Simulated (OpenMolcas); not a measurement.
## Ionisation energies of vanadium

```
Program             : OpenMolcas 26.06
Basis               : ANO-RCC-VQZP [7s6p4d3f2g1h]
Scalar Hamiltonian  : DKH2, point nucleus
Spin-orbit coupling : RASSI with atomic mean-field integrals over the reference wave functions, term energies averaged over their components
```

Active shells in each charge state: the valence d, s shells, with orbitals averaged over the low states. Where CASPT2's correlated closed shells are named, they are those of the first ion.

A. CASSCF
B. SS-CASPT2, IPEA 0.25 Eh, imaginary shift 0.1 Eh (closed shells correlated: 3s 3p)
C. SS-CASPT2, IPEA 0 Eh, imaginary shift 0.1 Eh (closed shells correlated: 3s 3p)
D. SS-CASPT2, IPEA 0.25 Eh, imaginary shift 0.1 Eh (closed shells correlated: 2s 2p 3s 3p)

Energies in eV between the lowest computed levels, named as in B; reference values from the NIST Atomic Spectra Database with their kind.

```
            From              To       A       B       C       D  Spin-orbit share in B          Reference
V 3d³ 4s² ⁴F_3/2      V+ 3d⁴ ⁵D₀   5.581   7.113   7.352   7.084                 +0.005   6.746 (measured)
      V+ 3d⁴ ⁵D₀  V2+ 3d³ ⁴F_3/2  13.406  14.671  14.776  14.691                 -0.014  14.634 (measured)
```

Other lowest levels: A, V 3d⁴ 4s ⁶D_1/2 to 3d³ 4s ⁵F₁; A, V+ 3d³ 4s ⁵F₁ to 3d³ ⁴F_3/2.

Error against the reference values, in %:

| From | Reference | A | B | C | D |
| --- | --- | --- | --- | --- | --- |
| V | measured | -17.3 | +5.4 | +9.0 | +5.0 |
| V+ | measured | -8.4 | +0.3 | +1.0 | +0.4 |

Mean absolute error over the 2 measured values: A 1.20 eV, B 0.20 eV, C 0.37 eV, D 0.20 eV.

The lowest level within the active space need not be the ion's true ground level.
